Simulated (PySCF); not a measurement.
**Structure from NMR data**

An unknown has the formula C2H11FO2Si3. Its calculated NMR data are:

$^{1}$H NMR (400 MHz, computed): δ 5.17 (s, 3H), 5.15 (m, 1H), 0.40 (d, 3H), 0.36 (br s, 1H), 0.34 (m, 3H).

$^{13}$C{$^{1}$H} NMR (computed): δ 4.4 (CH3), 1.4 (CH3).

PySCF 2.14 calculation with structure optimised with GFN2-xTB and σ from GIAO-PBE0/pcSseg-1; one averaged value for each set of equivalent atoms, one computed conformer, isolated molecule, no relativistic terms.

Shifts are taken against calculated references (same method and geometry level): TMS for $^{1}$H (σref 31.72), $^{13}$C (σref 186.93).

Problem. Which candidate is it?
A. CO[Si](F)(OC)[SiH2][SiH3]
B. C[C@H](F)[SiH2]O[SiH2]O[SiH3]
C. C[C@@H](F)[SiH](O[SiH3])O[SiH3]
D. C[Si@@H](O)[Si@](C)(F)O[SiH3]
E. C[SiH2]O[SiH](F)O[SiH2]C

Solution. D. 

1. Rings plus π bonds: 0.
2. 2 carbon signals for 2 carbons: no two carbons are equivalent.
3. Carbon types of the structure: 2 × CH3, leaving 5 H on heteroatoms.
4. δC 4.4, 1.4: methyl carbon bonded to Si; an electropositive neighbour leaves it electron-rich and shielded.
5. δH 5.17: hydrogen on a silicon bonded to O.
6. δH 5.15: hydrogen on a silicon bonded to C, O, Si.
7. δH 0.40, 0.34: hydrogen on a methyl carbon bonded to Si; an electropositive neighbour shields it, as in TMS itself.
8. δH 0.36: hydrogen on an oxygen bonded to Si; labile proton, position sensitive to the medium.

The others: CO[Si](F)(OC)[SiH2][SiH3] would give 1 carbon signal, not 2; C[C@@H](F)[SiH](O[SiH3])O[SiH3] would give 5 signals for carbon-bound and other non-exchanging H, not 4; C[SiH2]O[SiH](F)O[SiH2]C would give 1 carbon signal, not 2; C[C@H](F)[SiH2]O[SiH2]O[SiH3] would give 7 signals for carbon-bound and other non-exchanging H, not 4.

Exchangeable OH/NH protons stand at their gas-phase positions; hydrogen bonding in a real sample shifts them, mostly to higher δ. Splittings by $^{19}$F in the carbon and heteronuclear signals aren't shown, as no couplings were computed. Shifts are as computed. Against solution values, carbons near 30 ppm lie about +3 ppm off and those near 130 ppm about +5 ppm. Of 1211 compounds with measured shifts, 218 miss one by over three times the rms of a fit or turn the order of signals round; such compounds aren't used in these exercises. Multiplicities follow the n + 1 count of equivalent neighbours, as no J values were calculated; m marks all less simple cases, F and P coupling included.
